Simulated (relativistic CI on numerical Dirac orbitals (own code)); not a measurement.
## Radial parameters of Kr¹⁴⁺

Calculated at this level of theory: Dirac-Coulomb-Breit CI, KLI orbitals optimised for each configuration, model QED (radiative potential, 1s self-energy scaled to tabulated hydrogen-like ionisation energies), unscaled Slater integrals (own radial code, finite nucleus).

Slater integrals F^k, G^k are unscaled and averaged over j, outside the closed core [Ne]; ζ comes from projecting the Hamiltonian with its Breit term on Σ l·s of the shell.

- 3s2 3p6 3d4: F^2(3d,3d) = 216440, F^4(3d,3d) = 138520, ζ(3d) = 5335.4 cm⁻¹; <r>(3d) = 0.462, <r^2>(3d) = 0.2514 (bohr units).
- 3s2 3p5 3d5: ζ(3p) = 50437, F^2(3d,3d) = 215780, F^4(3d,3d) = 138080, F^2(3p,3d) = 200450, G^1(3p,3d) = 230080, G^3(3p,3d) = 148300, ζ(3d) = 5220.4 cm⁻¹; <r>(3p) = 0.4929, <r^2>(3p) = 0.2808, <r>(3d) = 0.4632, <r^2>(3d) = 0.2528 (bohr units).
- 3s 3p6 3d5: F^2(3d,3d) = 215550, F^4(3d,3d) = 137930, G^2(3s,3d) = 175350, ζ(3d) = 5301.7 cm⁻¹; <r>(3s) = 0.4954, <r^2>(3s) = 0.2799, <r>(3d) = 0.4637, <r^2>(3d) = 0.2533 (bohr units).

Q: Give the Racah parameters of the d shell in 3s2 3p6 3d4.

A: B = F²/49 − 5F⁴/441 = 2847 cm⁻¹ and C = 35F⁴/441 = 10994 cm⁻¹.

Averages of the first 10 configurations, taken without configuration mixing, which lowers the lowest level and can move excited configurations by several eV; other configurations of the list can lie among them:

| Configuration | Parity | States | Average energy above the lowest level (eV) |
| --- | --- | --- | --- |
| 3s2 3p6 3d4 | even | 210 | 12.0 |
| 3s2 3p5 3d5 | odd | 1512 | 127.3 |
| 3s 3p6 3d5 | even | 504 | 206.6 |
| 3s2 3p6 3d3 4s | even | 240 | 201.9 |
| 3s2 3p6 3d3 4p | odd | 720 | 227.2 |
| 3s2 3p6 3d3 4d | even | 1200 | 265.7 |
| 3s2 3p6 3d3 4f | odd | 1680 | 300.1 |
| 3s2 3p5 3d4 4s | odd | 2520 | 314.4 |
| 3s2 3p6 3d2 4s 4p | odd | 540 | 429.8 |
| 3s2 3p6 3d3 5s | even | 240 | 328.2 |
